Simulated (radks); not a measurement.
Q: Isoelectronic series with 12 electrons, all held in the configuration [Ne] 3s2, which need not be the ground one along the series. All-electron calculation, scalar-relativistic Kohn-Sham, LDA (Slater exchange, Perdew-Wang correlation), spin-unpolarised, spherical densities, point nucleus. Program: a radial shooting solver on a logarithmic mesh with Libxc functionals. Total energies (hartree) and mean radii <r> (bohr):

ion    E (hartree)      3s      2p
Mg      -199.45625   3.132  0.6908
Al+     -241.55139   2.368  0.6040
P3+     -338.62224   1.667  0.4837
S4+     -393.59254   1.464  0.4401
Cl5+    -452.85748   1.309  0.4038
Ar6+    -516.42353   1.185  0.3731
K7+     -584.29868   1.083  0.3467
Ca8+    -656.49206  0.9983  0.3239
Sc9+    -733.01380  0.9262  0.3039
Ti10+   -813.87494  0.8640  0.2862
V11+    -899.08733  0.8098  0.2704
Cr12+   -988.66362  0.7621  0.2563
Mn13+  -1082.61726  0.7197  0.2436
Fe14+  -1180.96246  0.6818  0.2320
Co15+  -1283.71417  0.6477  0.2215
Ni16+  -1390.88812  0.6169  0.2119
Cu17+  -1502.50082  0.5888  0.2031
Zn18+  -1618.56954  0.5632  0.1950
Ga19+  -1739.11233  0.5397  0.1875
Ge20+  -1864.14803  0.5180  0.1806
As21+  -1993.69631  0.4980  0.1741

Estimate the row of Si2+.

A: E (hartree) -287.94216; 3s 1.946; 2p 0.5370.
